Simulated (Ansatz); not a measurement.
```yaml
crystal:
  periodic: [false, false, false]
  atoms:
    - {symbol: Si, position_ang: [-1.270639, 0.286356, -0.407596]}
    - {symbol: C, position_ang: [0.023559, -0.892573, 0.207057]}
    - {symbol: C, position_ang: [1.294698, -0.596838, 0.492836]}
    - {symbol: S, position_ang: [2.120193, 0.930507, 0.378881]}
    - {symbol: H, position_ang: [-2.467571, -0.478668, -0.839377]}
    - {symbol: H, position_ang: [-1.672608, 1.254575, 0.650790]}
    - {symbol: H, position_ang: [-0.764341, 1.084767, -1.560651]}
    - {symbol: H, position_ang: [-0.265846, -1.929665, 0.359176]}
    - {symbol: H, position_ang: [1.977273, -1.362393, 0.855002]}
    - {symbol: H, position_ang: [1.108380, 1.652832, -0.133218]}
basis:
  gaussian: {orbitals: pcseg-2}
magnetization: {spin_polarized: true, initial_magnetization: 1}
hamiltonian: {xc: {name: r2SCAN}, dispersion: rvv10}
```

```sh
$ ansatz run in.yaml --threads 2 --pin off --events-out ev --progress --plain --max-ram 4352MiB
```

Output, abridged:

```
Error: a molecule whose nuclei and cores have a total charge of 48 cannot have a net charge of 0 together with 1 unpaired electrons
```

(1) Something in this input is off. What?

Answers

(1) The number of unpaired electrons doesn't fit the electron count. The input was rejected before any iteration.
